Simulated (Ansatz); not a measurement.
**Question.** Name a neutral molecule of C, O, Si and H with LUMO energy (B3LYP/def2-TZVPP) between 0.75 and 1.05 eV and zero-point energy (PBE0-D4/def2-TZVP) between 320 and 336 kJ/mol (Ansatz, PBE0-D4/def2-TZVP geometry).

**Answer.** `CO[SiH](C)C` (0.88 eV, 327.1 kJ/mol). Other molecules can fit too; these were computed, each in one conformer that needn't be the lowest.

B3LYP here is the variant with VWN-RPA as its local correlation; programs differ in this.
